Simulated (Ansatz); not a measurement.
`CN([SiH2]Cl)[SiH](O)F`, charge 0, multiplicity 1.

Question: Give a relaxed structure at PBE0-D4/def2-TZVP (Ansatz 0.2.0). (Best estimate.)

Answer: The calculation gave: 
Z-matrix (Å, degrees):
```
C
N 1 1.466
H 1 1.094 2 110.4
H 1 1.093 2 111.7 3 -120.0
H 1 1.092 2 111.2 3 118.8
Si 2 1.715 1 119.6 3 -154.0
Si 2 1.714 1 118.9 3 21.6
Cl 6 2.076 2 111.0 1 103.2
H 6 1.476 2 112.2 1 -139.2
H 6 1.479 2 108.5 1 -13.8
O 7 1.628 2 109.3 1 -161.5
F 7 1.589 2 112.2 1 82.6
H 7 1.477 2 109.2 1 -34.8
H 11 0.960 7 118.5 2 53.0
```
This is one stationary point; other conformers may exist.
